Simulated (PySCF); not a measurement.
Al(H)(Cl)(OEt) (C2H6AlClO), SMILES CC[O][AlH][Cl].

Coordinates come from a ωB97X-D3(BJ)/def2-SVP optimisation. The structure was generated by enumeration; whether it is a known compound was not checked. Other conformers were not sampled.

Computed with TDA-PBE/def2-SVPD run with PySCF.

Vertical excitations. The molecule is in vacuum.

Computed lowest excited states:
| state | energy (eV) | λ (nm) | f | main pairs |
|---|---|---|---|---|
| S1 | 5.34 | 232 | 0.001 | HOMO→LUMO 85 %, HOMO−1→LUMO 15 % |
| S2 | 5.70 | 217 | 0.025 | HOMO−1→LUMO 60 %, HOMO→LUMO+1 23 %, HOMO→LUMO 9 % |
| S3 | 5.92 | 209 | 0.021 | HOMO→LUMO+1 54 %, HOMO−1→LUMO+1 40 % |
| S4 | 6.12 | 203 | 0.084 | HOMO−1→LUMO+1 51 %, HOMO→LUMO+1 22 %, HOMO−1→LUMO 17 % |
| S5 | 6.31 | 197 | 0.009 | HOMO−2→LUMO 94 % |
| S6 | 6.88 | 180 | 0.024 | HOMO−3→LUMO 89 % |
| S7 | 6.96 | 178 | 0.054 | HOMO−2→LUMO+1 87 % |
| S8 | 7.05 | 176 | 0.003 | HOMO−4→LUMO 73 %, HOMO−3→LUMO+1 15 % |
| S9 | 7.09 | 175 | 0.005 | HOMO→LUMO+2 87 % |
| S10 | 7.16 | 173 | 0.028 | HOMO→LUMO+3 55 %, HOMO−3→LUMO+1 25 %, HOMO−1→LUMO+2 10 % |
| T1 | 5.08 | 244 | 0 | HOMO→LUMO 54 %, HOMO−1→LUMO 44 % |
| T2 | 5.23 | 237 | 0 | HOMO−1→LUMO 54 %, HOMO→LUMO 44 % |
| T3 | 5.68 | 218 | 0 | HOMO→LUMO+1 89 % |
| T4 | 5.76 | 215 | 0 | HOMO−1→LUMO+1 86 % |
Triplets are in the Tamm–Dancoff approximation.
